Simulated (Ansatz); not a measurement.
One change: `C[SiH](N)[TeH]` becomes `C[SiH](N)[AlH2]`.

Ansatz, PBE0-D4/def2-TZVP geometries, multiplicity 1. Each molecule was computed in one conformer, which needn't be the lowest.

Elements past krypton have def2 core potentials.

| property | `C[SiH](N)[TeH]` |
| --- | --- |
| LUMO energy (PBE0/def2-TZVPP) / eV | -0.35 |
| HOMO–LUMO gap (PBE/def2-TZVPP) / eV | 4.07 |
| LUMO energy (ωB97M-V/def2-TZVPP) / eV | 1.43 |
| HOMO energy (B3LYP/def2-TZVPP) / eV | -6.03 |
| HOMO–LUMO gap (PBE0/def2-TZVPP) / eV | 5.90 |
| HOMO energy (ωB97M-V/def2-TZVPP) / eV | -8.32 |

What does the change do to each property? (Best estimate.)

Computed: 
| property | `C[SiH](N)[AlH2]` | shift |
| --- | --- | --- |
| LUMO energy (PBE0/def2-TZVPP) / eV | -1.83 | -1.48 |
| HOMO–LUMO gap (PBE/def2-TZVPP) / eV | 3.05 | -1.02 |
| LUMO energy (ωB97M-V/def2-TZVPP) / eV | -0.22 | -1.65 |
| HOMO energy (B3LYP/def2-TZVPP) / eV | -6.65 | -0.62 |
| HOMO–LUMO gap (PBE0/def2-TZVPP) / eV | 5.01 | -0.89 |
| HOMO energy (ωB97M-V/def2-TZVPP) / eV | -8.91 | -0.59 |

With PBE0 the HOMO falls by 0.59 eV and the LUMO falls by 1.48 eV, so the gap narrows by about 0.89 eV. PBE moves the HOMO by -0.42 eV and ωB97M-V by -0.59 eV.

B3LYP here is the variant with VWN-RPA as its local correlation; programs differ in this.

Spin–orbit coupling is left out; it splits and shifts lone-pair levels of the heavy atoms by tenths of an eV.
